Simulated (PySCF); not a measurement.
**AlIn: script and output**

The script input.py:

```python
from pyscf import gto, dft

mol = gto.M(
    atom='Al 0 0 0; In 0 0 2.585',
    basis='lanl2dz',
    ecp={'Al': 'lanl2dz', 'In': 'lanl2dz'},
    charge=0,
    spin=2,
    symmetry=True,
    verbose=4,
)
mf = dft.UKS(mol, xc='wb97x')
mf.kernel()
mf.mulliken_pop()
mf.dip_moment()
print('orbital energies (hartree):', [e[max(0, n-3):n+3].round(4) for e, n in zip(mf.mo_energy, mol.nelec)])
```

```bash
$ OMP_NUM_THREADS=1 python input.py
```

It prints (some set-up lines and the per-cycle HOMO/LUMO lines with their warnings removed):

```
PySCF version 2.14.0

[INPUT] verbose = 4
[INPUT] num. atoms = 2
[INPUT] num. electrons = 6
[INPUT] charge = 0
[INPUT] spin (= nelec alpha-beta = 2S) = 2
[INPUT] symmetry True subgroup None
[INPUT] Mole.unit = angstrom
[INPUT] Symbol           X                Y                Z      unit          X                Y                Z       unit  Magmom
[INPUT]  1 Al     0.000000000000   0.000000000000   0.000000000000 AA    0.000000000000   0.000000000000   0.000000000000 Bohr   0.0
[INPUT]  2 In     0.000000000000   0.000000000000   2.585000000000 AA    0.000000000000   0.000000000000   4.884942032001 Bohr   0.0

nuclear repulsion = 1.84239647902515
point group symmetry = Coov
symmetry origin: [0.         0.         3.86067999]
symmetry axis x: [1. 0. 0.]
symmetry axis y: [0. 1. 0.]
symmetry axis z: [0. 0. 1.]
num. orbitals of irrep A1 = 8
num. orbitals of irrep E1x = 4
num. orbitals of irrep E1y = 4
number of shells = 8
number of NR pGTOs = 24
number of NR cGTOs = 16
basis = lanl2dz
ecp = {'Al': 'lanl2dz', 'In': 'lanl2dz'}

******** <class 'pyscf.dft.uks_symm.SymAdaptedUKS'> ********
method = SymAdaptedUKS
initial guess = minao
damping factor = 0
level_shift factor = 0
DIIS = <class 'pyscf.scf.diis.CDIIS'>
diis_start_cycle = 1
diis_space = 8
diis_damp = 0
SCF conv_tol = 1e-09
SCF conv_tol_grad = None
SCF max_cycles = 50
direct_scf = True
direct_scf_tol = 1e-13
number electrons alpha = 4  beta = 2
XC library pyscf.dft.libxc version 7.0.0
    S. Lehtola, C. Steigemann, M. J.T. Oliveira, and M. A.L. Marques.,  SoftwareX 7, 1–5 (2018)
XC functionals = wb97x
    J.-D. Chai and M. Head-Gordon.,  J. Chem. Phys. 128, 084106 (2008)
radial grids:
    Treutler-Ahlrichs [JCP 102, 346 (1995); DOI:10.1063/1.469408] (M4) radial grids

becke partition: Becke, JCP 88, 2547 (1988); DOI:10.1063/1.454033
pruning grids: <function nwchem_prune>
grids dens level: 3
symmetrized grids: True
atomic radii adjust function: <function treutler_atomic_radii_adjust>
small_rho_cutoff = 0
Freeze 0 electrons in irreps []
    6 free electrons in irreps A1 E1x E1y
Set gradient conv threshold to 3.16228e-05
tot grids = 41056
init E= 5.38426307281441

cycle= 1 E= -3.76249805308671  delta_E= -9.15  |g|= 0.228  |ddm|=  2.3
cycle= 2 E= -3.78300020731638  delta_E= -0.0205  |g|= 0.0279  |ddm|= 0.29
cycle= 3 E= -3.78464951699454  delta_E= -0.00165  |g|= 0.014  |ddm|= 0.117
cycle= 4 E= -3.78501743677968  delta_E= -0.000368  |g|= 0.00389  |ddm|= 0.039
cycle= 5 E= -3.78508600590728  delta_E= -6.86e-05  |g|= 0.00131  |ddm|= 0.0292
cycle= 6 E= -3.78510085841859  delta_E= -1.49e-05  |g|= 0.000838  |ddm|= 0.00846
cycle= 7 E= -3.7851106391996  delta_E= -9.78e-06  |g|= 0.000373  |ddm|= 0.00975
cycle= 8 E= -3.78511239955535  delta_E= -1.76e-06  |g|= 0.000232  |ddm|= 0.00383
cycle= 9 E= -3.78511335652511  delta_E= -9.57e-07  |g|= 7.04e-05  |ddm|= 0.00378
cycle= 10 E= -3.7851134255116  delta_E= -6.9e-08  |g|= 2.61e-05  |ddm|= 0.00103
cycle= 11 E= -3.78511343117813  delta_E= -5.67e-09  |g|= 4.56e-06  |ddm|= 0.000309
cycle= 12 E= -3.78511343127337  delta_E= -9.52e-11  |g|= 1.09e-06  |ddm|= 2.97e-05
Extra cycle  E= -3.78511343127672  delta_E= -3.35e-12  |g|= 5.36e-07  |ddm|= 4.01e-06
converged SCF energy = -3.78511343127672  <S^2> = 2.002839  2S+1 = 3.001892
 ** Mulliken pop       alpha | beta **
pop of  0 Al 3s        0.46880 | 0.45441
pop of  0 Al 4s        0.44846 | 0.42370
pop of  0 Al 3px       0.25754 | 0.00000
pop of  0 Al 3py       0.25754 | 0.00000
pop of  0 Al 3pz       0.04640 | 0.04286
pop of  0 Al 4px       0.30115 | 0.00000
pop of  0 Al 4py       0.30115 | 0.00000
pop of  0 Al 4pz      -0.00427 | 0.01158
pop of  1 In 5s        0.20147 | 0.19866
pop of  1 In 6s        0.77000 | 0.75865
pop of  1 In 5px       0.24935 | 0.00000
pop of  1 In 5py       0.24935 | 0.00000
pop of  1 In 5pz       0.05799 | 0.07205
pop of  1 In 6px       0.19197 | 0.00000
pop of  1 In 6py       0.19197 | 0.00000
pop of  1 In 6pz       0.01115 | 0.03809
In total             4.00000 | 2.00000
 ** Mulliken atomic charges   ( Nelec_alpha | Nelec_beta ) **
charge of  0Al =     -0.00929  (     2.07676      0.93254 )
charge of  1In =      0.00929  (     1.92324      1.06746 )
Dipole moment(X, Y, Z, Debye):  0.00000,  0.00000,  0.86153
orbital energies (hartree): [array([-0.3507, -0.2297, -0.2297, -0.05  ,  0.0121,  0.0121]), array([-0.4688, -0.3229, -0.0398, -0.0377, -0.0377])]
```

In short: E(SCF) = -3.785113 Eh, 12 cycles, ⟨S²⟩ = 2.003, μz(SCF) = 0.86 D.

Run time: 1.6 s on 1 thread of Intel Xeon 6975P-C (shared host).

The bond length is a typed value, not an optimised one. No search for the lowest solution was made.
